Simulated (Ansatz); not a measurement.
Mulliken charges of `[CH3][Ga][SiH3]` radical from ωB97M-V/def2-TZVPP in Ansatz (PBE0-D4/def2-TZVP geometry).

| atom | x (Å) | y (Å) | z (Å) | charge (e) |
| --- | --- | --- | --- | --- |
| C1 | -0.933 | 1.330 | -1.145 | -0.468 |
| Ga2 | 0.722 | 0.829 | -0.158 | 0.203 |
| Si3 | 0.945 | -1.268 | 1.097 | -0.023 |
| H4 | -1.150 | 0.556 | -1.888 | 0.114 |
| H5 | -0.853 | 2.294 | -1.646 | 0.122 |
| H6 | -1.770 | 1.360 | -0.441 | 0.114 |
| H7 | 2.116 | -2.020 | 0.562 | -0.021 |
| H8 | -0.231 | -2.189 | 1.081 | -0.022 |
| H9 | 1.241 | -0.938 | 2.520 | -0.021 |

Problem. By hand: the dipole of these point charges (1 e Å = 4.8032 D).

Solution. Σ q r = (0.059, 0.184, -0.076) e Å, of length 0.208 e Å = 1.00 D.

Problem. How does the dipole of the full density compare? (An estimate is asked.)

Solution. The calculation gave: (-0.112, 0.138, -0.125) e Å, 1.04 D; the point charges give 0.96 times that, at 51° from its direction.

Point charges leave out the atoms' own dipoles, such as those of lone pairs, and Mulliken's split depends on the basis, so the two needn't agree.
